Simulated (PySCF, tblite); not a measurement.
A set of runs on `C[B]NB` [radical]; the geometry of each is named by its level. Settings lines and outputs come from a driver script.

Species: CH6B2N (doublet state).
Bonds: B1–N2, N2–B3, B3–C4. Hydrogens: H5, H6 on B1; H7 on N2; H8, H9, H10 on C4.

Step 1: GFN2-xTB geometry optimisation, gas phase (tblite 0.8.0) (from a force-field or distance-geometry start)
```json
{"job": {"kind": "relax", "xc": "GFN2-xTB", "basis": "xTB"}, "charge": 0, "multiplicity": 2}
```
```
step      E/eV     max force
  0    -285.66612    3.380
  1    -286.01464    2.049
  2    -286.21438    2.322
...
 62    -286.79912    0.018
 63    -286.79916    0.017
 64    -286.79922    0.020
 65    -286.79927    0.016
 66    -286.79931    0.010
```

Energy lowered by 26.1 kcal/mol over 66 steps; largest atomic force 0.010 eV/Å at the end. «max force» is the largest atomic force in eV/Å.

Time: 0.16 s wall. Hardware: an Arm Neoverse V2 with one thread, on a shared host.

Step 2: GFN2-xTB harmonic vibrations, gas phase (tblite 0.8.0) (on the GFN2-xTB geometry)
```json
{"job": {"kind": "ir", "xc": "GFN2-xTB", "basis": "xTB"}, "charge": 0, "multiplicity": 2}
```
```
(table of modes left out)
```

24 modes from 36 to 3229 cm⁻¹ (unscaled, harmonic); zero-point energy 47.2 kcal/mol; all wavenumbers are real at this level.

Hardware: one thread of an Arm Neoverse V2, shared host with 96 logical CPUs at a one-minute load of 56. Cost: 0.1 s wall.

Step 3: UKS B3LYP, pcH-1 on B C H N, non-relativistic, mean-field spin-orbit, GIAO (PySCF 2.14.0) (on the GFN2-xTB geometry)
```json
{"job": {"kind": "epr", "basis": "pcH-1"}, "charge": 0, "multiplicity": 2}
```
```
...
E = -146.18643381 Eh   <S^2> = 0.7517 (exact 0.7500)
g shifts (ppm)      1          2          3
  rmc          -101       -101       -101
  gc             17         22          4
  oz_so        -863        -99        165
  total        -947       -178         68
hyperfine (MHz)  atom isotope    a_iso     a_fc   dipolar eigenvalues
    0   11B      24.98      24.98     -2.04     -1.08      3.12
    1   14N      25.50      25.50     -2.18     -0.35      2.53
    2   11B     454.27     454.27    -41.59    -39.41     81.00
    3   13C      72.04      72.04     -6.32     -4.79     11.11
    4    1H       1.68       1.68     -3.93     -2.85      6.78
    5    1H       0.29       0.29     -1.67     -1.10      2.77
    6    1H      78.77      78.77     -4.11     -2.69      6.80
    7    1H      19.67      19.67     -6.08     -4.78     10.86
    8    1H      45.50      45.50     -4.72     -2.31      7.03
    9    1H      -1.62      -1.62     -5.49     -3.53      9.02
```

⟨S²⟩ 0.752; g_iso 2.0020. rmc, gc and oz_so are the mass-correction, gauge-correction and orbital-Zeeman/spin–orbit parts of the g shift along its three principal axes; a_iso is the isotropic hyperfine coupling and a_fc its Fermi-contact part. The log counts atoms from 0, this text from 1.

Time: 13 s of wall time (with the writing of density and orbital grids); peak memory 0.62 GiB. Hardware: an Arm Neoverse V2 with one thread, on a shared host.

Geometry of the electronic-property runs (GFN2-xTB):
```
atom  x, y, z in Å
B1     2.125   -0.061   -0.183
N2     0.741    0.185   -0.189
B3    -0.289   -0.536    0.448
C4    -1.807   -0.138    0.299
H5     2.539   -0.972    0.423
H6     2.839    0.648   -0.787
H7     0.446    0.996   -0.733
H8    -2.450   -0.480    1.107
H9    -1.939    0.944    0.212
H10   -2.198   -0.581   -0.618
```

 (This holds for the electronic-property runs.)

One conformer stands for the species.
